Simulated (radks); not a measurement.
Results of a calculation; reference values are marked as such.
The tellurium ion Te42+, 10 electrons, occupied as [Ne].

Code: a radial shooting solver on a logarithmic mesh with Libxc functionals. Model: Dirac Kohn-Sham, PBE, spin-unpolarised, spherical densities, point nucleus.

Energy parts (hartree):
total: -5131.91204
kinetic: 5486.95115
electron-nucleus: -11060.99441
Hartree: 531.65909
exchange-correlation: -89.52786

Orbitals (lengths in bohr, moments of r in powers of bohr):
1s1/2: occ. 2; eigenvalue (hartree) -1264.833; <r> 0.02778; <r^4> 2.856e-06; small-component weight 3.67e-02
2s1/2: occ. 2; eigenvalue (hartree) -274.6449; <r> 0.1171; <r^4> 0.0004430; small-component weight 8.12e-03
2p1/2: occ. 2; eigenvalue (hartree) -264.9437; <r> 0.09860; <r^4> 0.0002789; small-component weight 8.09e-03
2p3/2: occ. 4; eigenvalue (hartree) -254.4091; <r> 0.1039; <r^4> 0.0003289; small-component weight 7.72e-03

The highest occupied level is 2p3/2 at -6922.8 eV. Summed over all electrons, <r^2> = 0.1105 bohr^2, which gives a Langevin (diamagnetic) susceptibility term of -0.0875 x 10^-6 cm^3/mol. The density falls to 0.001 e/bohr^3 at r = 0.45 bohr. For comparison, the ionisation energy in NIST's Atomic Spectra Database is 7022 eV (theoretical). In exact Kohn-Sham theory the highest level is minus the ionisation energy, but local and semilocal functionals leave it too shallow, through self-interaction and a potential that decays too fast; potentials with the right tail come closer.
